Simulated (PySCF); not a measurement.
C₃H₇O, SMILES [CH2]COC, multiplicity 2.

Geometry optimised at TPSSh-D3(BJ)/def2-SVP. The isomer is the one that the SMILES or the coordinates give; other isomers of the formula were not compared. One conformer was computed; it need not be the lowest.

Computed with TDA-B3LYP/def2-SVPD in PySCF.

Vertical excitations. The molecule is in vacuum.

| state | energy (eV) | λ (nm) | f | main pairs |
|---|---|---|---|---|
| root 1 | 4.02 | 308 | 0.000 | β HOMO→LUMO 99 % |
| root 2 | 5.53 | 224 | 0.011 | α HOMO→LUMO 90 % |
| root 3 | 5.59 | 222 | 0.005 | β HOMO−1→LUMO 96 % |
| root 4 | 6.22 | 199 | 0.013 | α HOMO→LUMO+2 79 %, α HOMO→LUMO+1 16 % |
| root 5 | 6.43 | 193 | 0.003 | α HOMO→LUMO+1 74 %, α HOMO→LUMO+2 18 % |
| root 6 | 6.65 | 186 | 0.001 | β HOMO−3→LUMO 56 %, β HOMO−2→LUMO 25 %, β HOMO−4→LUMO 9 % |
| root 7 | 6.82 | 182 | 0.000 | α HOMO−1→LUMO 41 %, β HOMO→LUMO+1 53 % |
| root 8 | 6.92 | 179 | 0.014 | α HOMO→LUMO+3 82 % |
| root 9 | 6.95 | 178 | 0.021 | α HOMO−1→LUMO 52 %, β HOMO→LUMO+1 42 % |
| root 10 | 7.04 | 176 | 0.005 | α HOMO→LUMO+4 88 % |
Unrestricted roots are not spin-pure.
